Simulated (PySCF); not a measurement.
Excitations are Tamm–Dancoff values on a coarser integration grid. The basis has no diffuse functions, so Rydberg states are missing or too high.

Species: C8H7FSSi, SMILES `Fc1cc([SiH3])c2sccc2c1` (charge 0, multiplicity 1).

### Question
Predict the S1–T1 gap (TDA), S1 oscillator strength and brightest of the four lowest singlets (TDA) from PBE-D3(BJ)/def2-TZVP // PBE-D3(BJ)/def2-SVP in PySCF 2.14.0.

### Answer

The S1–T1 gap (TDA) is 0.92 eV. The S1 oscillator strength is 0.054 and the brightest of the four lowest singlets (TDA) is 4.06 eV.
